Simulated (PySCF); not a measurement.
C₅H₂NOS (charge -1).
Atom-mapped SMILES: `[N:1]#[C:2][c:3]1[cH:4][cH:5][c:6]([O-:7])[s:8]1` (hydrogens: H9 on C4; H10 on C5)

The closed-shell SCF was solved with PySCF and density fitting under several settings on one GFN2-xTB geometry (grid level 2 and gas phase unless stated).

```json
{"settings": "PBE0/pcSseg-1", "basis functions": "153", "SCF cycles": "15", "E (Eh)": "-719.3934", "HOMO (eV)": "-1.12", "LUMO (eV)": "3.55"}
{"settings": "wB97X-D/ANO-RCC-VDZP, IEF-PCM benzene, start guess atom, energy threshold 1e-08 Eh", "basis functions": "126", "SCF cycles": "12", "E (Eh)": "-719.7019", "HOMO (eV)": "-4.92", "LUMO (eV)": "3.10"}
```

Task: Estimate the row for these settings: LDA/ANO-RCC-VDZP, level shift 0.3 Eh.

Result: 
```csv
settings,basis functions,SCF cycles,E (Eh),HOMO (eV),LUMO (eV)
"LDA/ANO-RCC-VDZP, level shift 0.3 Eh",126,17,-715.7038,-0.20,2.78
```

Task: Over all rows, what range does the HOMO–LUMO gap span?

Result: From 2.98 eV (LDA/ANO-RCC-VDZP, level shift 0.3 Eh) to 8.02 eV (wB97X-D/ANO-RCC-VDZP, IEF-PCM benzene, start guess atom, energy threshold 1e-08 Eh). The functional of the narrowest has no exact exchange, that of the widest range-separated exact exchange.

wB97X-D ran without the empirical dispersion term, which would shift the total energy alone. Cycle counts include a coarse-grid stage where the run had one. ANO-RCC sets were contracted for a scalar-relativistic Hamiltonian, but ran non-relativistically here. The species at its GFN2-xTB geometry.
